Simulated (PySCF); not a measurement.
## Nonlinear optical response: 3-phenylfuran, C₁₀H₈O

Geometry:
```csv
atom,x (Å),y (Å),z (Å)
C1,-3.037,-0.172,0.214
C2,-2.369,0.932,0.744
C3,-0.983,1.020,0.664
C4,-0.232,0.011,0.042
C5,1.229,0.104,-0.060
C6,2.168,-0.975,-0.211
C7,3.401,-0.403,-0.262
O8,3.302,0.938,-0.161
C9,1.996,1.240,-0.040
C10,-0.916,-1.094,-0.485
C11,-2.303,-1.186,-0.398
H12,-4.125,-0.243,0.283
H13,-2.933,1.729,1.235
H14,-0.469,1.875,1.109
H15,1.946,-2.039,-0.250
H16,4.406,-0.805,-0.356
H17,1.750,2.297,0.025
H18,-0.354,-1.886,-0.985
H19,-2.815,-2.055,-0.819
```

Level of theory: PySCF, quadratic response CAM-B3LYP/aug-cc-pVDZ first hyperpolarisability, Taylor convention, gas phase. Geometry: PBE0-D3(BJ)/def2-SVP.

Q: What is the first hyperpolarisability, and how does it disperse?

A: In au, Taylor convention; the vector part is βᵢ = ⅓ Σⱼ (βᵢⱼⱼ + βⱼᵢⱼ + βⱼⱼᵢ); β∥ is 3/5 of the vector part along the dipole, the dipole points from − to +:
```tsv
process	λ (nm)	β vector norm	β∥	β HRS	depolarisation ratio
static β(0;0,0)	∞	374.9	-183.9	150.3	5.61
second harmonic β(−2ω;ω,ω)	1907	406.3	-198.8	163.3	5.57
Pockels β(−ω;ω,0)	1907	384.9	-188.7	–	–
second harmonic β(−2ω;ω,ω)	1064	494.5	-240.1	199.7	5.47
Pockels β(−ω;ω,0)	1064	408.7	-199.9	–	–
```

Q: Which lowest excitations, dipole and polarisabilities go with it?

A: S1 5.04 eV (f = 0.054); S2 5.16 eV (f = 0.179); S3 5.66 eV (f = 0.000); dipole 0.52 D; isotropic α 120.3 au static, 120.8 au at 1907 nm, 122.1 au at 1064 nm, 122.5 au at 953.5 nm, 128.2 au at 532 nm.
